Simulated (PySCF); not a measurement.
**Electric field gradients and quadrupole coupling constants**

C3H7F3SSi2.
Z-matrix (Å and degrees, GFN2-xTB geometry), rows numbered from 1:
```
F 
C   1  1.3330
F   2  1.3286  1  110.72
C   2  1.3268  1  122.84  3   179.80
F   4  1.3508  2  117.99  1   179.57
C   4  1.4754  2  126.57  1     2.88
Si  6  1.9117  4  109.86  2   107.47
S   7  2.1373  6  104.22  4  -179.97
Si  8  2.1528  7  103.19  6   179.09
H   6  1.0902  4  109.07  2  -133.06
H   6  1.0874  4  109.84  2   -14.76
H   7  1.4601  6  109.86  4   -61.64
H   7  1.4580  6  110.61  4    61.62
H   9  1.4509  8  102.82  7  -178.91
H   9  1.4567  8  107.68  7    60.89
H   9  1.4567  8  107.59  7   -58.66
```

Field gradients from the PBE0/pcSseg-1 density (PySCF, non-relativistic), principal values in atomic units, ordered |Vxx| ≤ |Vyy| ≤ |Vzz|:

```
atom     Vxx     Vyy      Vzz
  S8  0.3216  1.3622  -1.6839
```

Find the asymmetry η = (Vxx − Vyy)/Vzz and the couplings χ = eQV/h (234.96 MHz × Q in barn × V in au), with Q(33S) = −0.0678 b.

```json
{"atom": "S8", "environment": "sulfur bonded to 2 Si", "nucleus": "33S", "η": "0.62", "χzz (MHz)": "26.83", "χxx (MHz)": "-5.12", "χyy (MHz)": "-21.70"}
```

What is Vzz at S8 in SI units (1 au = 9.71736 × 10²¹ V/m²)?

-1.6839 au = -16.363 × 10²¹ V/m².

Were the hydrogens deuterons (Q(2H) = 0.00286 b), χzz would run from 109 kHz (H12 and H13) to 210 kHz (H11).

One conformer (not necessarily the lowest) at the GFN2-xTB geometry, without solvent, vibrations or thermal averaging. GFN2-xTB bond lengths can be off by several hundredths of an ångström, more for odd bonds, and the gradients follow them. These gradients aren't converged with respect to the basis.

The run behind these numbers computed NMR shieldings as well. On one thread of an Arm Neoverse N1, shared host with 64 logical CPUs at a one-minute load of 59, this took 72 s wall and 0.93 GiB of memory at its peak.
